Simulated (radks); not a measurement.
The numbers below are computed, except where a source is named.
Q: Ionisation of La2+, [Xe] 5d1, to La3+, [Xe], under several functionals. Scalar-relativistic Kohn-Sham, spin-polarised, spherical densities, finite nucleus; open shells are filled with parallel spins first (spin-orbit coupling, left out, can overturn this in heavy ions); a radial shooting solver on a logarithmic mesh with Libxc functionals. The NIST Atomic Spectra Database gives 19.177 eV (measured). Rank these functionals by the error of their Delta-SCF ionisation energy: BP86; exchange-only B88; exchange-only r2SCAN; AM05; SOGGA; LDA (Slater exchange, Perdew-Wang correlation); MS2 meta-GGA.

A: From best to worst: BP86 19.155 eV (-0.022); LDA (Slater exchange, Perdew-Wang correlation) 19.242 eV (+0.065); AM05 19.040 eV (-0.137); SOGGA 19.015 eV (-0.162); MS2 meta-GGA 18.784 eV (-0.394); exchange-only B88 18.212 eV (-0.966); exchange-only r2SCAN 17.633 eV (-1.545). Open shells are spherical and high-spin; term and fine-structure splittings are not resolved. Spin-orbit splitting is averaged out at the scalar-relativistic level.
